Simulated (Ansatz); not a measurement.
Born–Oppenheimer molecular dynamics of C3H5AlFNS (12 atoms, charge 0, multiplicity 1). It starts from a relaxed structure.

Method: RKS PBE-D4/STO-3G in Ansatz 0.2.0.

* ensemble: NVE (velocity Verlet)
* time step: 0.5 fs
* steps asked: 500
* starting velocities drawn for: 50 K
* seed: 808157

First frame:

```xyz
12
Properties=species:S:1:pos:R:3
C -0.280 -1.780 1.761
C 0.318 -1.323 0.806
C 0.923 -0.682 -0.426
N -0.069 0.025 -1.294
Al -0.956 1.470 -0.726
F -2.332 1.829 -1.547
S -0.146 2.783 0.720
H -0.796 -2.194 2.621
H 1.700 0.048 -0.090
H 1.459 -1.473 -1.007
H -0.651 -0.714 -1.772
H 0.909 1.955 0.988
```

Question: What does the run give?

Answer: The run went to its last step.

```yaml
steps_done: 500
time_covered: 250 fs
mean_temperature_over_the_second_half: 24 K
spread_of_the_potential_energy_over_the_second_half: 0.5 meV per atom
mean_potential_energy_of_the_second_half_above_the_start: 2.8 meV per atom
```

The conserved energy stayed within 0.042 meV per atom of its start (net change 0.034 meV per atom), so the integration is sound. The temperature averaged 0.48 of the 50 K drawn at the start: a run that starts near a minimum puts about half its kinetic energy into the potential. A run of 0.25 ps of so small a system gives no equilibrium averages. Limits of this set-up: minimal basis.

Question: What happens to the structure?

Answer: The same pairs are bonded in the first frame and the last. Pairs count as bonded within 1.25 times the sum of covalent radii (0.12 Å more for H–H). The details hang on the random start.

Question: How do temperature and energy run in time?

Answer: 
```tsv
time (fs)	T (K)	potential energy less start (eV)	conserved less start (meV/atom)
0.0	50	0.000	0.00
20.5	26	0.031	0.02
41.0	26	0.032	0.01
61.5	22	0.037	0.02
82.0	19	0.041	0.03
102.5	26	0.031	0.02
123.0	23	0.035	0.03
143.5	32	0.023	0.02
164.0	18	0.042	0.03
184.5	18	0.041	0.03
205.0	13	0.048	0.04
225.5	20	0.039	0.02
246.0	28	0.029	0.03
```

The run took 11 min on 1 thread of Intel(R) Xeon(R) 6975P-C (Granite Rapids), on a shared host, peak memory 0.11 GiB.
